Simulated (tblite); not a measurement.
Species: C3H9SeSi (doublet state).
Bonds: C1–C2, C2–C3, C2–Se4, Se4–Si5. Hydrogens: H6, H7, H8 on C1; H9, H10, H11 on C3; H12, H13, H14 on Si5.

Computed with GFN2-xTB (tblite), gas phase: L-BFGS steps from a force-field or distance-geometry start until the largest atomic force falls under 0.01 eV/Å.

Step 6: E = -431.5862 eV
```
atom  x, y, z in Å  |  force x, y, z in eV/Å
C1     -1.3813   -1.1072    0.3492   -0.030   0.039  -0.204
C2     -0.6465    0.1877    0.5233    0.097   0.079   0.355
C3     -1.5190    1.3737    0.7952   -0.058   0.208   0.026
Se4     0.8775    0.6330   -0.5774   -0.242   0.100  -0.053
Si5     2.8838   -0.3626   -0.0955   -0.179  -0.006  -0.025
H6     -2.4220   -0.9756    0.6787    0.378  -0.174  -0.045
H7     -1.3783   -1.2931   -0.7253   -0.199  -0.375  -0.064
H8     -0.9664   -1.9973    0.8414    0.126   0.423  -0.032
H9     -2.5244    1.1752    0.4064    0.128   0.300  -0.040
H10    -1.6447    1.6213    1.8582    0.176  -0.359  -0.048
H11    -1.0856    2.2672    0.3401   -0.193  -0.047  -0.052
H12     3.1238   -1.3151   -1.1780    0.032  -0.050   0.088
H13     2.8592   -0.9612    1.2256   -0.010  -0.087   0.078
H14     3.8231    0.7536   -0.1843   -0.026  -0.050   0.018
```

Step 7: E = -431.6150 eV
```
atom  x, y, z in Å  |  force x, y, z in eV/Å
C1     -1.3772   -1.1098    0.3398    0.102   0.093  -0.161
C2     -0.6433    0.1959    0.5026   -0.244   0.040   0.298
C3     -1.5237    1.3832    0.7881    0.019   0.061   0.080
Se4     0.8845    0.6452   -0.5762   -0.239   0.084  -0.068
Si5     2.8820   -0.3739   -0.0896   -0.139   0.024  -0.024
H6     -2.4122   -0.9895    0.6885    0.362  -0.105  -0.087
H7     -1.3883   -1.3251   -0.7320   -0.167  -0.258   0.040
H8     -0.9474   -1.9875    0.8442    0.126   0.429  -0.059
H9     -2.5403    1.2009    0.4104    0.288   0.246  -0.034
H10    -1.6326    1.6049    1.8596    0.142  -0.330  -0.082
H11    -1.0898    2.2864    0.3518   -0.200  -0.091  -0.076
H12     3.1252   -1.3211   -1.1838    0.010   0.004   0.187
H13     2.8503   -0.9670    1.2413    0.006  -0.042  -0.056
H14     3.8122    0.7571   -0.1871   -0.066  -0.154   0.042
```

Task: Estimate the geometry and energy of step 8. (The exact step hangs on the optimiser's Hessian estimate; all steps are aligned on step 7, rigid shifts and turns removed.)

Result: E = -431.6486 eV, largest force 0.492 eV/Å
```
atom  x, y, z in Å  |  force x, y, z in eV/Å
C1     -1.3701   -1.1094    0.3257    0.207   0.108  -0.074
C2     -0.6417    0.2052    0.4906   -0.488  -0.004   0.065
C3     -1.5282    1.3944    0.7826    0.096  -0.117   0.118
Se4     0.8846    0.6597   -0.5765   -0.176   0.051  -0.066
Si5     2.8749   -0.3842   -0.0838   -0.107   0.057  -0.009
H6     -2.3944   -1.0069    0.6969    0.210  -0.005  -0.094
H7     -1.4033   -1.3657   -0.7398   -0.080  -0.068   0.137
H8     -0.9241   -1.9666    0.8461    0.181   0.320  -0.060
H9     -2.5517    1.2338    0.4125    0.339   0.137  -0.032
H10    -1.6165    1.5795    1.8607    0.070  -0.218  -0.049
H11    -1.0989    2.3049    0.3609   -0.138  -0.082  -0.072
H12     3.1272   -1.3282   -1.1859   -0.022   0.048   0.268
H13     2.8413   -0.9745    1.2567    0.011   0.012  -0.197
H14     3.8001    0.7574   -0.1889   -0.104  -0.240   0.065
```

The energy changes by -0.0336 eV. The first-order estimate −F·Δx gives -0.0479 eV and the mean of the old and new forces, exact on a quadratic surface, -0.0336 eV. The step makes an angle of 60° with the force vector and moves no atom by more than 0.044 Å.

What follows is the cost of the whole relaxation. The run took 0.49 s of wall time on an Arm Neoverse V2 with one thread, no GPU (shared host).
